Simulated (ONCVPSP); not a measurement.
## Transferability test, ONCV potential for gold

- Element: gold
- Generator: ONCVPSP 4.0.1
- Type: optimised norm-conserving Vanderbilt (ONCV)
- Functional: LDA (Perdew-Wang 92)
- Relativity: scalar-relativistic
- Frozen core: [Kr] 4d10 4f14 5s2
- Valence charge: 17
- Reference configuration: 5p6 5d10 6s1
- Partial waves: 6s: rc 2.55 bohr, ncon 4, nbas 9, qcut 2.3 1/bohr, 3 projectors, debl 1.1 Ha; 5p: rc 1.75 bohr, ncon 4, nbas 8, qcut 7.9 1/bohr, 2 projectors, debl 3.4 Ha; 5d: rc 1.90 bohr, ncon 3, nbas 8, qcut 9.4 1/bohr, 2 projectors, debl 1 Ha
- Local potential: polynomial inside 1.60 bohr (lpopt 4, dvloc0 -1 Ha)
- Core correction: Teter function fitted to the true core (icmod 2), fcfact 0.7

Energies are relative to the spin-unpolarised reference configuration 5p6 5d10 6s1; without spin polarisation the order of configurations can differ from experiment.

Q: Give the all-electron excitation energy and the error of the potential for: 5p6 5d10 6s0; 5p6 5d9 6s0; 5p6 5d8 6s0; 5p6 5d7 6s0.

A:

```
valence configuration  charge  ΔE all-electron (eV)  error AE − PS (meV)
         5p6 5d10 6s0      +1                 9.767                 -7.0
          5p6 5d9 6s0      +2                31.269                  -32
          5p6 5d8 6s0      +3                65.440                  -71
          5p6 5d7 6s0      +4               113.444                 -129
```

Levels in the configuration 5p6 5d7 6s0:

```json
{"level": "5p", "all-electron (eV)": "-111.512", "pseudo (eV)": "-111.618"}
{"level": "5d", "all-electron (eV)": "-55.277", "pseudo (eV)": "-55.331"}
```

Note: no bound ghost flagged; GHOST(+) flagged for s at 73.9 eV.
